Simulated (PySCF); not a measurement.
Ge(OH)2(SH)2 (GeH4O2S2), SMILES [SH][Ge]([SH])([OH])[OH].

Coordinates come from a PBE0-D3(BJ)/def2-SVP optimisation. The structure was generated by enumeration, and PubChem lists no compound with its InChIKey, so it may never have been made. The values are those of a single conformer.

Level of theory: TDA-LC-ωPBE/def2-SVPD run with PySCF.

Vertical excitations. The molecule is in vacuum. State labels are in the subgroup C2.

```
state  symmetry  energy (eV)  λ (nm)      f                                                                  main pairs
-----  --------  -----------  ------  -----  --------------------------------------------------------------------------
S1            B         6.06     204  0.022      HOMO→LUMO 37 %, HOMO→LUMO+1 32 %, HOMO−1→LUMO+3 8 %, HOMO−1→LUMO+5 7 %
S2            A         6.22     199  0.007    HOMO−1→LUMO+1 28 %, HOMO−1→LUMO 22 %, HOMO→LUMO+3 17 %, HOMO→LUMO+5 14 %
S3            B         6.82     182  0.045     HOMO→LUMO 38 %, HOMO−1→LUMO+2 18 %, HOMO→LUMO+4 12 %, HOMO−1→LUMO+5 6 %
S4            A         6.99     177  0.046                       HOMO−1→LUMO 46 %, HOMO→LUMO+2 23 %, HOMO−1→LUMO+4 8 %
S5            B         7.93     156  0.000        HOMO−3→LUMO 27 %, HOMO→LUMO+1 22 %, HOMO→LUMO+4 6 %, HOMO→LUMO+6 5 %
S6            A         8.03     154  0.013      HOMO−1→LUMO+1 34 %, HOMO→LUMO+3 23 %, HOMO−4→LUMO 6 %, HOMO→LUMO+5 5 %
S7            B         8.04     154  0.036  HOMO−1→LUMO+3 27 %, HOMO→LUMO+4 13 %, HOMO−2→LUMO 12 %, HOMO−2→LUMO+1 10 %
S8            B         8.10     153  0.106                        HOMO−3→LUMO 36 %, HOMO−2→LUMO 12 %, HOMO→LUMO+1 10 %
S9            A         8.21     151  0.067       HOMO−4→LUMO 37 %, HOMO→LUMO+9 12 %, HOMO→LUMO+13 6 %, HOMO→LUMO+3 6 %
S10           A         8.33     149  0.130     HOMO−4→LUMO 18 %, HOMO→LUMO+9 8 %, HOMO−2→LUMO+3 8 %, HOMO−4→LUMO+1 7 %
T1            B         5.51     225      0                                            HOMO→LUMO 40 %, HOMO→LUMO+1 33 %
T2            A         5.71     217      0    HOMO−1→LUMO+1 28 %, HOMO−1→LUMO 23 %, HOMO→LUMO+3 14 %, HOMO→LUMO+5 13 %
T3            B         6.20     200      0    HOMO→LUMO 24 %, HOMO−1→LUMO+2 17 %, HOMO→LUMO+4 15 %, HOMO−1→LUMO+5 11 %
T4            A         6.26     198      0     HOMO−1→LUMO 36 %, HOMO→LUMO+2 22 %, HOMO→LUMO+5 8 %, HOMO−1→LUMO+10 6 %
```
Triplets are in the Tamm–Dancoff approximation.
